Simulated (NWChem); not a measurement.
System: SiBiH$_{3}$Cl$_{2}$; SMILES [Cl][Bi]([SiH3])[Cl]

NWChem input:

```
start job
memory heap 200 mb stack 900 mb global 1100 mb
geometry units angstroms noautoz
  Bi    -0.200883     0.010811     0.493362
  Cl    -0.819942    -1.936902    -0.914627
  Cl    -0.877844     1.894221    -0.974181
  Si     2.231936     0.031432    -0.651461
  H      2.961603     1.270897    -0.244978
  H      2.016169     0.002289    -2.124232
  H      3.003397    -1.167668    -0.203015
end
basis spherical
  * library def2-svp
end
ecp
  Bi library def2-ecp
end
dft
  xc n12
  iterations 150
  mulliken
end
task dft energy
```

All runs use the structure optimised with PBE0/def2-SVP. def2 effective core potentials on Bi; no spin-orbit coupling.

Question: What results follow from this input? (N12/def2-SVP with def2 effective core potentials on Bi.) Quantities: energy (Ha); highest occupied level (eV); orbital gap (eV); dipole (D).

Answer: 
| Property | Value |
|---|---|
| energy (Ha) | -1426.48 |
| highest occupied level (eV) | -5.99 |
| orbital gap (eV) | 3.23 |
| dipole (D) | 3.63 |
